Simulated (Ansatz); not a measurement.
Total energies of ClGaH2O (`[OH][GaH][Cl]`).

Cartesian coordinates in Å:
```
O 0.006 -1.211 -0.636
Ga 0.318 0.212 0.373
Cl -1.059 1.834 0.105
H -0.758 -1.113 -1.210
H 1.492 0.278 1.369
```

Charge 0, multiplicity 1. Correlated methods include outer-core shells of Ga, which these sets cover unevenly. Scalar relativity is left out up to krypton. The geometry is a stationary point of PBE0-D4/def2-TZVP. It is one conformer, not always the lowest. Basis def2-TZVPP, the Gaussian-basis code of Ansatz.

RPA on PBE orbitals: Hartree–Fock energy of these orbitals -2458.85744 Eh, correlation -1.02648 Eh (frozen core).

```
functional  energy without D4 (Eh)  D4 term (kJ/mol)
       PBE             -2461.05168              -8.8
    revPBE             -2461.36214             -22.7
      BLYP             -2461.66747             -18.9
    r2SCAN             -2461.53745              -1.9
    B97M-V             -2461.10273                 –
      PBE0             -2461.12758              -7.4
     B3LYP             -2461.68030             -14.4
 CAM-B3LYP             -2461.72377              -7.7
   LC-ωPBE             -2461.19597                 –
    B2PLYP             -2461.07306                 –
```

(1) Give the same for LDA (SPW92), r2SCANh, r2SCAN0, HSE06 (plane-wave form), BHLYP, ωB97X-V, ωB97M-V, PBE-QIDH. (An estimate is asked.)

B3LYP takes the VWN-RPA correlation (the form of Gaussian; ORCA's B3LYP/G). HSE06 is the plane-wave form, built on full-range PBE exchange. The double hybrids freeze the cores in their second-order part.

Answers

(1) Ansatz gave: 
```json
{"functional": "LDA (SPW92)", "energy without D4 (Eh)": "-2456.54947", "D4 term (kJ/mol)": "–"}
{"functional": "r2SCANh", "energy without D4 (Eh)": "-2461.52007", "D4 term (kJ/mol)": "-2.1"}
{"functional": "r2SCAN0", "energy without D4 (Eh)": "-2461.49538", "D4 term (kJ/mol)": "-2.4"}
{"functional": "HSE06 (plane-wave form)", "energy without D4 (Eh)": "-2461.11608", "D4 term (kJ/mol)": "-7.0"}
{"functional": "BHLYP", "energy without D4 (Eh)": "-2461.55081", "D4 term (kJ/mol)": "-12.6"}
{"functional": "ωB97X-V", "energy without D4 (Eh)": "-2461.34201", "D4 term (kJ/mol)": "–"}
{"functional": "ωB97M-V", "energy without D4 (Eh)": "-2461.46268", "D4 term (kJ/mol)": "–"}
{"functional": "PBE-QIDH", "energy without D4 (Eh)": "-2460.70066", "D4 term (kJ/mol)": "–"}
```

LC-ωPBE has ω = 0.4 bohr⁻¹.
